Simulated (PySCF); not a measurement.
SMILES [Al]([Br])([Cl])[Br], PBE0/def2-SVP optimised geometry.

```
4

Al    -0.49     0.00     0.00
Cl     1.60     0.00     0.00
Br    -1.59     1.94     0.00
Br    -1.60    -1.94     0.00
```

Density from PySCF with PBE0/def2-TZVP at that geometry.

Minimum of the electron density along straight lines between bonded atoms, close to the bond critical point (lines longer than 1.1 times the sum of covalent radii, or with two minima, are not listed):

```csv
bond,length / Å,ρ at the minimum / e bohr⁻³,∇²ρ there / e bohr⁻⁵,position (fraction from the first atom)
Al1–Cl2,2.084,0.078,0.32,0.38
Al1–Br3,2.230,0.070,0.21,0.37
Al1–Br4,2.231,0.070,0.21,0.37
```
